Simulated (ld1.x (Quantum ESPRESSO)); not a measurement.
**Before and after: TM potential for nickel (Ni)**

nickel (Ni), norm-conserving Troullier–Martins (Kleinman–Bylander form), made with ld1.x (Quantum ESPRESSO) 7.5 (PBE, scalar-relativistic). Core [Ar], reference 3d8 4s2 4p0. Waves: 4p (bound, empty): rc 2.10 bohr; 3d (bound): rc 1.50 bohr; 4s (bound): rc 2.25 bohr. Local part: the s channel. Core correction: none.

Change: type ultrasoft; waves now 4s (bound): rcut 1.95, rcutus 2.25 bohr; 4s channel at 2.45 Ry: rcut 1.95, rcutus 2.25 bohr; 4p (bound): rcut 1.85, rcutus 2.10 bohr; 4p channel at 3.65 Ry: rcut 1.85, rcutus 2.10 bohr; 3d (bound): rcut 1.30, rcutus 1.50 bohr; 3d channel at 1.55 Ry: rcut 1.30, rcutus 1.50 bohr; local potential all-electron potential smoothed inside 1.55 bohr (lloc = -1); augmentation PSQ, inside the norm-conserving radii.

Cutoffs: the cutoffs (Ry, on a coarse ladder) from which the occupation-weighted sum of valence levels, in a spherical-Bessel basis at the reference potential, stays within 10 and 1 mRy of its value at 400 Ry; they do not see the model core or the augmentation charge, which bear on the density cutoff. Errors are all-electron minus pseudo energies relative to the spin-unpolarised reference configuration.

Question: What does the change do?

Answer: The potential gets softer (120 Ry and 200 Ry → 50 Ry and 80 Ry); of the 7 tests that both files solve, the error grows in 0 and shrinks in 4 by more than 15 % and 0.3 meV (median size 179.7 → 44.1 meV); the range in which the d phases agree widens (upper end 0.6 → at the end of the scan); neither file shows a bound ghost. Several settings change at once here, so the effects cannot be laid on one of them.

```csv
quantity,base,changed
"cutoff, loose",120 Ry,50 Ry
"cutoff, tight",200 Ry,80 Ry
loose cutoff by channel (10 mRy a level),"d 100 Ry, s 8 Ry","s 6 Ry, d 40 Ry"
bound ghosts,none,none
"error for 3d8 4s1 4p0, meV [ΔE 9.32 eV]",+5.5,+5.6
"error for 3d8 4s0 4p0, meV [ΔE 26.67 eV]",+61,+61
"error for 3d7 4s0 4p0, meV [ΔE 64.14 eV]",-180,+164
"error for 3d7 4s2 4p1, meV [ΔE 10.54 eV]",-325,-44
"error for 3d9 4s1 4p0, meV [ΔE -1.60 eV]",-209,-15
"error for 3d7 4s2 4p0, meV [ΔE 16.12 eV]",-275,-69
"error for 3d8 4s0 4p1, meV [ΔE 15.01 eV]",+19,+8.9
s: phases at 2.46 bohr within 0.05 rad from the reference energy up to (Ry; the scan ends near 5),2.8,3.5
p: phases at 2.46 bohr within 0.05 rad from the reference energy up to (Ry; the scan ends near 5),to the end of the scan,to the end of the scan
d: phases at 2.46 bohr within 0.05 rad from the reference energy up to (Ry; the scan ends near 5),0.6,to the end of the scan
```
